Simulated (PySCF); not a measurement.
Assigning NMR signals

Atom-mapped SMILES (the numbers label the heavy atoms): `[CH3:1][BH:2][CH2:3][C:4]([F:5])([F:6])[F:7]`. Hydrogens are named by the atom that carries them.

- couplings computed with B3LYP/pcJ-1 (spin–dipole term only in couplings to heteroatoms)
- structure optimised with PBE0-D3(BJ)/def2-SVP
- shielding tensors at PBE0/pcSseg-1 (GIAO)
- program: PySCF 2.14
- equivalent nuclei averaged, no solvent model, non-relativistic Hamiltonian, one conformer

Chemical shifts δ = σref − σ; $^{13}$C (184.41 ppm), $^{1}$H (31.27 ppm) vs TMS, all at this level.

(1) Assign these signals to the numbered atoms. $^{13}$C{$^{1}$H} NMR (computed): δ 132.6 (q, J = 338.3 Hz), 39.6 (q, J = 32.3 Hz), 15.9.

(2) Assign these signals to the numbered atoms. $^{1}$H NMR (600 MHz, computed): δ 7.69 (br, 1H), 2.13 (qq, J = 12.6, 1.7 Hz, 2H), 1.16 (t, J = 1.7 Hz, 3H).

## Answers

(1) 
132.6 → C4, CF3 carbon: 3 electronegative neighbours deshield it
39.6 → C3, sp3 CH2 bonded to B
15.9 → C1, methyl carbon bonded to B

(2) 
7.69 → H(B2), hydrogen on a boron bonded to 2 C
2.13 → H(C3), hydrogen on an sp3 CH2 bonded to B
1.16 → H(C1), hydrogen on a methyl carbon bonded to B

Hydrogens on boron are broadened and split by $^{11}$B (spin 3/2, 80 %) and 10B (spin 3). A carbon bonded to boron is broadened by the quadrupolar boron nucleus and is often missing from a measured spectrum. C–F couplings over four or more bonds (about 3 Hz to the para carbon of a fluoroarene) are left out. Common functionals overestimate the size of one-bond C–F couplings by tens of Hz; these are unscaled. Multiplet labels drop couplings under 1 Hz and merge nearly equal ones. Shifts are as computed. Against solution values, carbons near 30 ppm lie about +2 ppm off and those near 130 ppm about +5 ppm. Of 1309 compounds with measured shifts, 239 miss one by over three times the rms of a fit or turn the order of signals round; such compounds aren't used in these exercises. Only one conformer was computed, so three-bond couplings in flexible chains and rings are approximate.
